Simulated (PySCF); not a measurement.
H2MoO4, singlet, geometry from GFN2-xTB (such geometries of metal compounds can be far from the true shape) (core potentials on Mo); PBE0/def2-SVP (PySCF).

Here is a job for PySCF.
```python
from pyscf import gto, scf, dft

mol = gto.Mole()
mol.atom = '''
    Mo    0.04556687    0.00083011    0.00560237
    O     1.10220482    0.78882640   -0.97552653
    O     0.86074293   -0.75306665    1.21686762
    O    -0.81590576   -1.20963679   -0.94058850
    H    -1.09733612   -1.94764307   -1.49061800
    O    -1.06225200    1.17542170    0.70967220
    H    -1.49479228    1.90042130    1.17192022
'''
mol.basis = 'def2-svp'
mol.ecp = {'Mo': 'def2-svp'}
mol.verbose = 4
mol.build()

mf = dft.RKS(mol)
mf.xc = 'pbe0'
mf.grids.atom_grid = (99, 590)
mf.grids.prune = None
mf.kernel()
```

Output, abridged:

```
PySCF version 2.14.0

[INPUT] verbose = 4
[INPUT] num. atoms = 7
[INPUT] num. electrons = 48
[INPUT] charge = 0
[INPUT] spin (= nelec alpha-beta = 2S) = 0
[INPUT] symmetry False subgroup None
[INPUT] Mole.unit = angstrom
[INPUT] Symbol           X                Y                Z      unit          X                Y                Z       unit  Magmom
[INPUT]  1 Mo     0.045566870000   0.000830110000   0.005602370000 AA    0.086108904654   0.001568680553   0.010586944948 Bohr   0.0
[INPUT]  2 O      1.102204820000   0.788826400000  -0.975526530000 AA    2.082865242976   1.490665855827  -1.843477968947 Bohr   0.0
[INPUT]  3 O      0.860742930000  -0.753066650000   1.216867620000 AA    1.626568401356  -1.423089722044   2.299546531651 Bohr   0.0
[INPUT]  4 O     -0.815905760000  -1.209636790000  -0.940588500000 AA   -1.541838429855  -2.285882243298  -1.777454660915 Bohr   0.0
[INPUT]  5 H     -1.097336120000  -1.947643070000  -1.490618000000 AA   -2.073664733393  -3.680511990707  -2.816859776347 Bohr   0.0
[INPUT]  6 O     -1.062252000000   1.175421700000   0.709672200000 AA   -2.007365355271   2.221225093871   1.341086096218 Bohr   0.0
[INPUT]  7 H     -1.494792280000   1.900421300000   1.171920220000 AA   -2.824748022314   3.591275778290   2.214608255640 Bohr   0.0

nuclear repulsion = 233.920959577169
number of shells = 41
number of NR pGTOs = 167
number of NR cGTOs = 97
basis = def2-svp
ecp = {'Mo': 'def2-svp'}

******** <class 'pyscf.dft.rks.RKS'> ********
method = RKS
initial guess = minao
damping factor = 0
level_shift factor = 0
DIIS = <class 'pyscf.scf.diis.CDIIS'>
diis_start_cycle = 1
diis_space = 8
diis_damp = 0
SCF conv_tol = 1e-09
SCF conv_tol_grad = None
SCF max_cycles = 50
direct_scf = True
direct_scf_tol = 1e-13
XC library pyscf.dft.libxc version 7.1.2
    S. Lehtola, C. Steigemann, M. J. T. Oliveira, and M. A. L. Marques,  SoftwareX 7, 1–5 (2018)
XC functionals = pbe0
    C. Adamo and V. Barone,  J. Chem. Phys. 110, 6158 (1999)
    M. Ernzerhof and G. E. Scuseria,  J. Chem. Phys. 110, 5029 (1999)
radial grids:
    Treutler-Ahlrichs [JCP 102, 346 (1995); DOI:10.1063/1.469408] (M4) radial grids

becke partition: Becke, JCP 88, 2547 (1988); DOI:10.1063/1.454033
pruning grids: None
grids dens level: 3
symmetrized grids: False
atomic radii adjust function: <function treutler_atomic_radii_adjust>
User specified grid scheme (99, 590)
small_rho_cutoff = 0
Set gradient conv threshold to 3.16228e-05
Initial guess from minao.
tot grids = 408872
init E= -362.456186992747
  HOMO = -0.651430849152661  LUMO = -0.338759371425081  gap/eV = 8.50822
cycle= 1 E= -369.363768585731  delta_E= -6.91  |g|= 1.65  |ddm|=  3.6
  HOMO = -0.0943728185774226  LUMO = -0.0231920042817853  gap/eV = 1.93693
cycle= 2 E= -365.544297977541  delta_E= 3.82  |g|= 4.61  |ddm|= 3.79
  HOMO = -0.245373582776281  LUMO = 0.028019632068416  gap/eV = 7.43941
cycle= 3 E= -369.669536339057  delta_E= -4.13  |g|= 0.997  |ddm|= 3.33
  HOMO = -0.290353380776388  LUMO = -0.0323111452112649  gap/eV = 7.02169
cycle= 4 E= -369.850516585952  delta_E= -0.181  |g|= 0.319  |ddm|= 0.855
  HOMO = -0.329048801100328  LUMO = -0.0555857008924061  gap/eV = 7.44131
cycle= 5 E= -369.867102127072  delta_E= -0.0166  |g|= 0.112  |ddm|= 0.286
  HOMO = -0.312756911065321  LUMO = -0.0371880315511716  gap/eV = 7.49861
cycle= 6 E= -369.869985251175  delta_E= -0.00288  |g|= 0.017  |ddm|= 0.107
  HOMO = -0.314420933670579  LUMO = -0.0371725647123304  gap/eV = 7.54431
cycle= 7 E= -369.870048212073  delta_E= -6.3e-05  |g|= 0.00245  |ddm|= 0.0136
  HOMO = -0.314540304148341  LUMO = -0.0371357473740761  gap/eV = 7.54856
cycle= 8 E= -369.870049295429  delta_E= -1.08e-06  |g|= 0.000336  |ddm|= 0.00172
  HOMO = -0.314543121206995  LUMO = -0.0371642967231624  gap/eV = 7.54786
cycle= 9 E= -369.870049320424  delta_E= -2.5e-08  |g|= 5.36e-05  |ddm|= 0.000336
  HOMO = -0.314541890855466  LUMO = -0.0371656176464971  gap/eV = 7.54779
cycle= 10 E= -369.870049321128  delta_E= -7.04e-10  |g|= 1.53e-05  |ddm|= 5.95e-05
  HOMO = -0.314540368988194  LUMO = -0.0371686205503517  gap/eV = 7.54767
Extra cycle  E= -369.87004932083  delta_E= 2.98e-10  |g|= 4.39e-05  |ddm|= 4.19e-05
converged SCF energy = -369.87004932083
```
